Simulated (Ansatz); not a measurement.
Species: CH$_{2}$Si, SMILES `C#[SiH]` with one electron removed (charge 1, multiplicity 2), formula CH$_{2}$Si.

**Question.** How many basis functions does Ansatz (a first-principles code) with frozen-core CCSD(T)/cc-pVTZ // PBE0-D4/def2-TZVP use, how many core orbitals are frozen, and how many electrons are correlated?

**Answer.** 92 basis functions and 6 frozen orbitals, which leaves 9 correlated electrons. Core time is of the order of seconds.
